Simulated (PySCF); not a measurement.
Species: C₆H₈F₂.
SMILES with atom numbers: `[F:1][CH:2]([F:3])[C@@:4]12[CH2:5][CH2:6][C@@H:7]1[CH2:8]2` (hydrogens: H9 on C2; H10, H11 on C5; H12, H13 on C6; H14 on C7; H15, H16 on C8)

Geometry (PBE0-D3(BJ)/def2-SVP, Å), atoms numbered from 1 in this order:
```xyz
16
C6H8F2 angstrom
F      2.6751   -0.0548    0.7221
C      1.8418   -0.0372   -0.3482
F      2.0736    1.1247   -1.0078
C      0.4251   -0.1158    0.0863
C     -0.3301    1.0197    0.7686
C     -1.5858    0.6616   -0.0721
C     -0.8017   -0.4608   -0.7444
C     -0.2829   -1.4181    0.2788
H      2.1194   -0.8726   -1.0167
H     -0.4115    0.9498    1.8644
H      0.0810    2.0019    0.5005
H     -2.4840    0.3451    0.4821
H     -1.8676    1.4663   -0.7648
H     -0.8445   -0.7253   -1.8044
H     -0.8371   -1.5985    1.2070
H      0.2317   -2.2979   -0.1182
```

Level: wB97X-D/def2-SVPD in PySCF, non-relativistic, on one gas-phase PBE0-D3(BJ)/def2-SVP geometry that isn't relaxed in the solvent. The solvent is an IEF-PCM continuum (Bondi radii, 1.10 Å for H, scaled by 1.2), and excitations are vertical TDDFT with non-equilibrium linear response and a frozen core. The model holds no explicit solvent molecules, cavitation or dispersion.

```csv
run,E − E(gas) (kcal/mol),HOMO (eV),HOMO–LUMO gap (eV),dipole (D),lowest singlet (eV),static polarisability (au)
gas,0.00,-9.78,12.12,2.41,8.03,67.1
P,-3.23,-9.59,12.10,2.90,8.11,84.8
Q,-1.55,-9.67,12.12,2.64,8.06,74.8
```

**Question.** The runs were made in cyclohexane and tetrahydrofuran. Which run belongs to which solvent?

**Answer.** P = tetrahydrofuran, Q = cyclohexane. The dielectric constants are 2.017 (cyclohexane), 7.426 (tetrahydrofuran), and the energy falls further as ε rises. The optical constants n² used for the excitations are 2.04, 1.97 in the same order. In this model the ground state sees the solvent through ε alone.

**Question.** How constant is the ratio of the lowering to (ε − 1)/(2ε + 1)?

**Answer.** 
| solvent | (ε − 1)/(2ε + 1) | E − E(gas) (kcal/mol) | ratio (kcal/mol) | polarisation term (kcal/mol) |
| --- | --- | --- | --- | --- |
| cyclohexane | 0.202 | -1.55 | -7.7 | -1.64 |
| tetrahydrofuran | 0.405 | -3.23 | -8.0 | -3.63 |

The ratio changes by +3.5 % in size from cyclohexane to tetrahydrofuran. The polarisation term is half the interaction of the solute with the induced surface charges.

On one thread of an Arm Neoverse V1, no GPU (shared host), this took 46 s. This is the whole response run at wB97X-D/def2-SVPD in tetrahydrofuran, SCF included.

Note: wB97X-D ran without an empirical dispersion term, which enters the total energy and its gradient alone.
